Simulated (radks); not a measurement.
The numbers below are computed, except where a source is named.
Kinetic energies: the exact non-interacting value of the Kohn-Sham orbitals and orbital-free approximations, as 100 (|E| - |E exact|)/|E exact|, negative where the magnitude is too small. Species: Ge4+ [Ar] 3d10; K [Ar] 4s1; In+ [Kr] 4d10 5s2. Code: a radial shooting solver on a logarithmic mesh with Libxc functionals. Model: non-relativistic Kohn-Sham, exchange-only PBE, spin-polarised, spherical densities, point nucleus. Every spin shell is full or empty, so the densities are truly spherical. Functionals are evaluated on that one density, not self-consistently.

functional          Ge4+        K      In+
exact (hartree)  2071.45  598.980  5739.32
Thomas-Fermi       -6.19    -6.99    -5.32
TF + vW           +42.20   +50.52   +36.52
TF + vW/5          +3.49    +4.51    +3.05
LC94               -0.05    +0.13    +0.08
APBEK              +0.03    +0.25    +0.13
revAPBEK           +0.26    +0.57    +0.31
Perdew 92          -0.80    -0.59    -0.66
Thakkar            -0.53    -0.15    -0.56
Pearson            -1.22    -1.41    -0.92
LKT               +22.88   +28.49   +19.34
DePristo-Kress     -0.15    +0.05    -0.08
Ernzerhof          -0.43    -0.06    -0.39
